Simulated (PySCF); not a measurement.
C₅H₄N₂S.
Bonds: C1–C2, C2–C3 (aromatic), C3–N4 (aromatic), N4–C5 (aromatic), C5–C6, C6–N7 (triple), C5–S8 (aromatic), C2–S8 (aromatic). Hydrogens: H9, H10, H11 on C1; H12 on C3.

Computed, not measured: PBE0-D3(BJ)/def2-SVP geometry optimisation, gas phase (PySCF 2.14.0).

Task: What internal coordinates does the optimisation give?

Result: 
```json
{"bond": "C1–C2", "length (Å)": "1.489", "order": "single"}
{"bond": "C2–C3", "length (Å)": "1.378", "order": "aromatic"}
{"bond": "C3–N4", "length (Å)": "1.354", "order": "aromatic"}
{"bond": "N4–C5", "length (Å)": "1.304", "order": "aromatic"}
{"bond": "C5–C6", "length (Å)": "1.424", "order": "single"}
{"bond": "C6≡N7", "length (Å)": "1.160", "order": "triple"}
{"bond": "C5–S8", "length (Å)": "1.741", "order": "aromatic"}
{"bond": "C2–S8", "length (Å)": "1.722", "order": "aromatic"}
{"bond": "C1–H9, C1–H10, C1–H11", "length (Å)": "1.100", "order": "single"}
{"bond": "C3–H12", "length (Å)": "1.092", "order": "single"}
```

Bonds in one row agree within 0.01 Å and their mean is given. Orders are formal, as drawn. A selection of angles:
```json
{"angle": "C1–C2–C3", "degrees": "128.5"}
{"angle": "C1–C2–S8", "degrees": "122.7"}
{"angle": "C3–C2–S8", "degrees": "108.8"}
{"angle": "C2–C3–N4", "degrees": "116.7"}
{"angle": "C3–N4–C5", "degrees": "110.6"}
{"angle": "N4–C5–C6", "degrees": "124.8"}
{"angle": "N4–C5–S8", "degrees": "114.7"}
{"angle": "C6–C5–S8", "degrees": "120.5"}
{"angle": "C5–C6–N7", "degrees": "178.3"}
{"angle": "C2–S8–C5", "degrees": "89.2"}
```

The 5-membered ring C2–C3–N4–C5–S8 has internal angles of 89.2° to 116.7°; it is planar, 0.00 Å rms from its mean plane, widest ring torsion 0°. The 8 heavy atoms lie in one plane (0.000 Å rms). The C–C distances run from 1.378 Å (C2–C3, aromatic) to 1.489 Å (C1–C2, drawn single), a spread of 0.111 Å. The C–N distances run from 1.160 Å (C6≡N7, drawn triple) to 1.354 Å (C3–N4, aromatic), a spread of 0.194 Å. N4 (pyridine-type nitrogen) is bent (angle 110.6°).

Point group: Cs (tolerance 0.08 Å). No PBE0-D3(BJ)/def2-SVP frequencies stand behind this structure, so it isn't proved a minimum.
